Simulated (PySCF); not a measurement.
A computed series [MCl4]−

Computed with PySCF 2.14.0, r2SCAN, def2-SVP on the ligands, density fitting, scalar-relativistic core potentials, no spin-orbit coupling, vacuum. Each member is relaxed from one template within its symmetry. Distances are means of the shortest metal–ligand contacts, charges and spins Mulliken's; removal energies are rigid, with the ligand's formal charge and no counterpoise, so too large; for an anion taken off a cation in vacuum most of it is the attraction of opposite charges, and multiply charged cations can part far more cheaply with an electron moved from ligand to metal. lcecp potentials hold a fixed number of 4f electrons in the core, out of states, spins and gaps.

Q: Order these by the M–Cl distance, lowest first.
A. Ce, lcecp-1-SVP with ECP47
B. Bi, def2-SVP with ECP60
C. Er, lcecp-1-SVP with ECP57
D. Nd, lcecp-1-SVP with ECP49

A: C (2.514), D (2.607), B (2.620), A (2.660).

Q: What else do they give?

A: 
```csv
metal,basis on the metal,point group,M–Cl (Å),charge on M (e),removal of one Cl (eV),unstable modes (below −25 cm⁻¹)
Ce,lcecp-1-SVP with ECP47,Td,2.660,0.82,4.85,not given
Nd,lcecp-1-SVP with ECP49,Td,2.607,0.77,4.87,not given
Er,lcecp-1-SVP with ECP57,Td,2.514,0.73,5.10,not given
Bi,def2-SVP with ECP60,Td,2.620,0.96,3.62,not given
```

From Ce to Er the M–Cl distance shrinks by 0.15 Å, the lanthanide contraction, and the energy to remove one Cl rises by 0.25 eV.

One start shape was tried for each, so a minimum needn't be the lowest isomer.
